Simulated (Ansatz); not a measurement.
CH4AlFOS, SMILES C[S][Al]([OH])[F].

Geometry: PBE-D3(BJ)/def2-SVP. The values are those of a single conformer.

Two levels are set side by side: PBE/def2-SVPD (Ansatz, a quantum-chemistry and plane-wave program) and PBE0/def2-SVPD (Ansatz). Energy differences of separate SCF runs at the same geometry; the states with an electron removed or added have multiplicity 2 and 2. Differences are taken from unrounded values.

| quantity | PBE0 | PBE | PBE minus PBE0 |
|---|---|---|---|
| vertical ionisation energy (eV) | 9.61 | 9.45 | -0.16 |
| vertical singlet–triplet gap (eV) | 5.03 | 4.73 | -0.30 |
